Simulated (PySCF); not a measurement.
SiH3I, SMILES I[SiH3]. Coordinates come from a B3LYP-D3(BJ)/def2-TZVP optimisation. The def2 effective core potentials stand for the cores of I; spin–orbit coupling is left out.

Calculation: B3LYP-D3(BJ)/def2-TZVP run with PySCF.

Harmonic wavenumbers (cm⁻¹): 350, 589, 589, 912, 952, 952, 2244, 2262, 2262. Rotational constants (GHz): 85.18, 3.154, 3.154; symmetry number 3.

### Question
Work out the zero-point energy and the ideal-gas rigid-rotor harmonic-oscillator thermochemistry at 298.15 K and 1 atm.

### Answer
ZPE = ½ Σ hcν = ½ × 11114 cm⁻¹ = 15.89 kcal/mol. H − E(el) = 18.78 kcal/mol. Entropy in cal/(mol K): translation 41.08, rotation 21.27, vibration 2.46, total 64.82. G − E(el) = -0.54 kcal/mol. Cp = 13.00 cal/(mol K).
